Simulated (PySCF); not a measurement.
Compound: CH11PSi3.
SMILES: `[SiH3][SiH2]C[SiH2]P`

Jobs on this species (16 atoms, 74 electrons) with PySCF (density fitting). Hardware of each: an Arm Neoverse V2 with one thread, no GPU (shared host). Other jobs ran on the host; a repeat could differ by tens of per cent or more. Peak memory is the resident size of the whole Python process, interpreter and libraries included.

```csv
level and settings,work,basis functions,SCF cycles,wall time,peak memory
PBE0/pcSseg-1,"shieldings, charges and field gradients",168,?,?,?
"B3LYP/pcSseg-1, grid level 4","shieldings, density and orbital grids written",168,12,34 s,0.78 GiB
CAM-B3LYP/6-311G**,"shieldings, charges and field gradients",188,11,26 s,0.95 GiB
PBE/pcSseg-1,"shieldings, charges and field gradients",168,13,23 s,0.68 GiB
LDA/def2-SVPD,"12 singlets by full TDDFT, polarisability",204,13,19 s,0.64 GiB
LDA/pcSseg-1,"spin–spin couplings from 16 perturbed nuclei, spin–dipole term for 4 of them",168,13,17 s,0.65 GiB
"PBE0/def2-SVP, fitting basis def2-universal-jkfit, damping 0.1 at the start, DIIS from the seventh cycle",shieldings,141,14,14 s,0.69 GiB
PBE0/def2-SVPD,"6 singlets by full TDDFT, 2 Tamm–Dancoff triplets, polarisability",204,12,23 s,0.78 GiB
```

Q: Fill in the missing figures.

A: 
- PBE0/pcSseg-1; shieldings, charges and field gradients: 17 s, 0.78 GiB, 12 SCF cycles

Q: What do all jobs in the table cost together?

A: About 2.9 min; the longest takes about 20 % of that, and about 2.4 times as long as the shortest.
